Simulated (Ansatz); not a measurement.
Frontier orbitals of C3H3BrO (`BrC1=COC1`).

Charge 0, multiplicity 1. Correlated methods include outer-core shells of Br, which these sets cover unevenly. Scalar relativity is left out up to krypton. The structure was optimised at the PBE0-D4/def2-TZVP level. Basis def2-TZVPP, Ansatz 0.2.0.

Orbital energies of one run (eV). Highest occupied ones, from the top: -5.61, -7.54, -8.36, -8.89, -9.14, -9.94, -12.39, -12.70, -12.73, -14.42, -18.57, -19.50, -21.94, -29.48. Empty: -0.63, -0.16, 0.76, 1.13, 1.86, 2.66.

Q: Which functional gave them?
A. B3LYP
B. r2SCAN0
C. B97M-V
D. HSE06 (plane-wave form)

A: C. HOMO energies: B97M-V -5.61, B3LYP -6.33, HSE06 -6.16, r2SCAN0 -6.70 eV.

B3LYP here is the variant with VWN-RPA as its local correlation; programs differ in this.
